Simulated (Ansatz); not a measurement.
Reaction R1 → 2 P1, each structure at its B3LYP-D3(BJ)/def2-TZVP stationary point, reached from a drawn start (curvature not checked).
P1: N atom, charge 0, multiplicity 4.
R1, N2 (SMILES N#N) (charge 0, multiplicity 1):
```xyz
2

N      0.5455     0.0000     0.0000
N     -0.5455     0.0000     0.0000
```

P less R. No zero-point or thermal terms; singlets are restricted closed shells; open shells are unrestricted.

Run with Ansatz (Gaussian orbitals). No computed number here is a measurement.

Q: Predict the reaction energy from PBE0/def2-TZVPP.

A: 942 kJ/mol

Q: What reaction energy does CAM-B3LYP/def2-TZVPP give?

A: 956 kJ/mol

Q: What reaction energy does wB97M-V/def2-TZVPP give?

A: 963 kJ/mol

Ansatz is a quantum-chemistry and plane-wave program.
